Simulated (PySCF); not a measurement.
C2H13NSi3, SMILES C[Si@H](C[SiH3])[SiH2]N.

Coordinates come from a B3LYP-D3(BJ)/def2-SVP optimisation. The structure was generated by enumeration; whether it is a known compound was not checked. The values are those of a single conformer.

Two levels are set side by side: TDA-PBE/def2-SVPD (PySCF) and TDA-CAM-B3LYP/def2-SVPD (PySCF). Vertical, same geometry. The lowest singlet is HOMO→LUMO 99 % with PBE and HOMO→LUMO 89 % with the other functional; states are paired by order. Differences are taken from unrounded values.

```csv
quantity,TDA-CAM-B3LYP,TDA-PBE,TDA-PBE minus TDA-CAM-B3LYP
lowest singlet excitation (eV),5.92,4.97,-0.95
lowest triplet excitation (TDA) (eV),5.49,4.68,-0.80
```

A lower first singlet is the usual sign of a functional without exact exchange. Differences between two approximate levels are no errors against the true value.

Rough cost on one machine, each run with all the roots and properties that it gave: TDA-CAM-B3LYP against TDA-PBE about 5 times.
